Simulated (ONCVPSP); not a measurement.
## What the settings do to the ONCV potential of Pt

Base potential:

* Element: Pt
* Generator: ONCVPSP 4.0.1
* Type: optimised norm-conserving Vanderbilt (ONCV)
* Functional: LDA (Perdew-Wang 92)
* Relativity: scalar-relativistic
* Frozen core: [Kr] 4d10 4f14
* Valence charge: 18
* Reference configuration: 5s2 5p6 5d9 6s0.5 (charge +0.5)
* Partial waves: 5s+6s: rc 1.85 bohr, ncon 3, nbas 6, qcut 5.8 1/bohr, 2 projectors; 5p: rc 1.25 bohr, ncon 4, nbas 7, qcut 6.9 1/bohr, 2 projectors, debl 3 Ha; 5d: rc 2.25 bohr, ncon 5, nbas 10, qcut 7.6 1/bohr, 1 projector
* Local potential: polynomial inside 0.80 bohr (lpopt 1, dvloc0 4 Ha)
* Core correction: Teter function, fcfact 4.75, rcfact 1.3

Cutoffs, loose and tight: the cutoffs (Ha) at which the residual kinetic energy of the hardest occupied pseudo-wave falls to 1 and 0.1 mHa per electron. They do not see the model core or the augmentation charge, which bear on the density cutoff. Test errors are all-electron minus pseudo excitation energies from the reference, over the configurations 5s2 5p6 5d9 6s1; 5s2 5p6 5d9 6s0; 5s2 5p6 5d8 6s0; 5s2 5p6 5d8 6s1 6p1. A dash means not determined; rows that change the core or the reference have their own tests.

A true bound ghost makes a file unfit for plane-wave use even where its test errors are small: the radial tests pick states by their node count and pass the ghost by.

| change | outcome | cutoff, loose | cutoff, tight | bound ghosts | GHOST(+) flags above zero | largest test error (meV) |
| --- | --- | --- | --- | --- | --- | --- |
| base | generated | 78 Ha | 96 Ha | s | p | -2.9 |
| s: qcut 6.8; p: qcut 8; d: qcut 8.9 | generated | 35 Ha | 88 Ha | s | p | -2.5 |
| d: nproj 3 | generated | 78 Ha | 96 Ha | s | p | -5.9 |
| core correction Teter function, fcfact 4.75, rcfact 1.88 | generated | 78 Ha | 96 Ha | s | p | -18 |
| non-relativistic | generated | 77 Ha | 95 Ha | s | p | +2.3 |
| d: rc 2.88 | generated | 78 Ha | 96 Ha | s | p | +16 |
| s: ncon 4, nbas 7 | generated | 78 Ha | 96 Ha | s | p | -2.7 |
| s: rc 2.52 | generated | 78 Ha | 96 Ha | s | p | -5.3 |
| local potential polynomial inside 0.80 bohr (lpopt 1, dvloc0 3 Ha) | generated | 78 Ha | 96 Ha | s | p | -3.0 |

**Question.** What comes out with this change to the base: p: qcut 4.5?

**Answer.** outcome: generated; cutoff, loose: 85 Ha; cutoff, tight: 100 Ha; bound ghosts: s; GHOST(+) flags above zero: p; largest test error (meV): -2.8.

**Question.** What comes out with this change to the base: p: nbas 9?

**Answer.** outcome: generated; cutoff, loose: 76 Ha; cutoff, tight: 170 Ha; bound ghosts: s; GHOST(+) flags above zero: p; largest test error (meV): -2.8.

**Question.** What comes out with this change to the base: all radii but the core radius scaled by about 0.93 (s 1.72, p 1.16, d 2.08 bohr); local potential polynomial inside 0.74 bohr (lpopt 1, dvloc0 4 Ha)?

**Answer.** outcome: generated; cutoff, loose: 96 Ha; cutoff, tight: 114 Ha; bound ghosts: s; GHOST(+) flags above zero: p; largest test error (meV): +2.7.
